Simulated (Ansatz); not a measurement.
CH3BrFSi (`C[Si](F)Br`) radical, relaxed with UKS PBE0-D4/def2-TZVP in Ansatz 0.2.0 from a PBE-D4/def2-SVP geometry. The force threshold is 0.005 eV/Å; the program also tests the step.

Total charge 0; spin multiplicity 2.

Start:

```xyz
7

C    -0.014   -0.433    0.756
Si   -0.564    0.259   -0.910
F    -0.836    1.872   -0.720
Br    1.110    0.006   -2.397
H     0.221   -1.512    0.664
H     0.895    0.107    1.094
H    -0.813   -0.300    1.514
```

**Question.** How much energy does the relaxation release, and in how many steps? (An estimate is asked.)

**Answer.** The calculation gave: 5.54 kJ/mol, in 6 steps.

**Question.** Which bonds change most? (Best estimate.)

**Answer.** The calculation gave: Si2–F3 from 1.646 to 1.601 Å; Si2–Br4 from 2.254 to 2.225 Å; C1–Si2 from 1.887 to 1.862 Å; C1–H7 from 1.109 to 1.092 Å.

**Question.** Give the relaxed structure. (Estimate.)

**Answer.** The calculation gave: 
```xyz
7

C    -0.014   -0.427    0.753
Si   -0.548    0.259   -0.894
F    -0.811    1.828   -0.715
Br    1.085    0.020   -2.386
H     0.218   -1.490    0.662
H     0.879    0.106    1.090
H    -0.808   -0.296    1.490
```
